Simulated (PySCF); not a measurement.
## First hyperpolarisability of SMILES C#CC=C=C(C#C)B(C)C, C₉H₉B

Method used: quadratic response CAM-B3LYP/aug-cc-pVDZ first hyperpolarisability, Taylor convention, gas phase in PySCF 2.14.0. Geometry: PBE0-D3(BJ)/def2-SVP.

Input:
```
{"job": {"kind": "beta", "xc": "CAM-B3LYP", "basis": "aug-cc-pVDZ"}, "charge": 0, "multiplicity": 1}
C      4.061659    -1.614588    -0.146006
C      3.068142    -1.182678     0.399347
C      1.907332    -0.697703     1.066738
C      1.049699     0.148446     0.538446
C      0.146804     0.948229    -0.003952
C      0.252297     2.369037     0.133108
C      0.292583     3.578412     0.221430
B     -1.048667     0.295492    -0.823270
C     -2.111688     1.260829    -1.448294
C     -1.143514    -1.257978    -0.994691
H      4.940883    -1.991992    -0.634498
H      1.720923    -1.052480     2.090839
H      0.340024     4.648081     0.306930
H     -2.713634     1.665901    -0.611944
H     -1.648813     2.144480    -1.916199
H     -2.801237     0.778872    -2.155657
H     -0.881172    -1.479497    -2.046965
H     -2.182360    -1.607312    -0.877029
H     -0.477942    -1.853732    -0.354894
```
Coordinates are in Å.

Command: `OMP_NUM_THREADS=1 python excited_run.py task.json out`

(1) Show the output.

Results:

(1) DR is the depolarisation ratio; parallel is 3/5 of the vector part along the dipole.
```
coarse grid: 16440 points
cycle   1  E = -372.7499039529  dE =  1.545e+00  |g| = 4.661e-01  |ddm| = 3.596e+01
cycle   2  E = -372.7715322141  dE = -2.163e-02  |g| = 4.022e-01  |ddm| = 3.630e+00
cycle   3  E = -372.8110438943  dE = -3.951e-02  |g| = 1.199e-01  |ddm| = 1.922e+00
cycle   4  E = -372.8144346578  dE = -3.391e-03  |g| = 5.484e-02  |ddm| = 5.459e-01
cycle   5  E = -372.8151897087  dE = -7.551e-04  |g| = 1.316e-02  |ddm| = 2.230e-01
cycle   6  E = -372.8152296756  dE = -3.997e-05  |g| = 4.357e-03  |ddm| = 7.479e-02
cycle   7  E = -372.8152350394  dE = -5.364e-06  |g| = 1.270e-03  |ddm| = 2.372e-02
final grid: 160432 points
cycle   8  E = -372.8477374293  dE = -2.180e-05  |g| = 3.892e-03  |ddm| = 3.775e-01
cycle   9  E = -372.8477386745  dE = -1.245e-06  |g| = 3.364e-03  |ddm| = 4.408e-02
cycle  10  E = -372.8477414221  dE = -2.748e-06  |g| = 4.975e-04  |ddm| = 1.439e-02
cycle  11  E = -372.8477414810  dE = -5.895e-08  |g| = 1.732e-04  |ddm| = 2.299e-03
cycle  12  E = -372.8477414884  dE = -7.345e-09  |g| = 5.524e-05  |ddm| = 1.206e-03
cycle  13  E = -372.8477414892  dE = -8.467e-10  |g| = 2.378e-05  |ddm| = 3.736e-04
converged SCF energy = -372.8477414892

Lowest singlets (eV, f): 4.3158 0.0001  5.1482 0.0362  5.1813 0.3598

First hyperpolarisability (au)
process     nm      |vector|   parallel      HRS      DR
static         -       78.53       3.62      85.53    1.73
shg       1907.0       86.26       0.81      91.44   1.752
eope      1907.0       80.94       2.76          -       -
shg       1064.0      110.15      -8.29      108.4    1.81
eope      1064.0       86.87       0.59          -       -
```

It took 81 s wall time on 1 thread of an Arm Neoverse V2, shared host, peak memory 1.4 GiB.
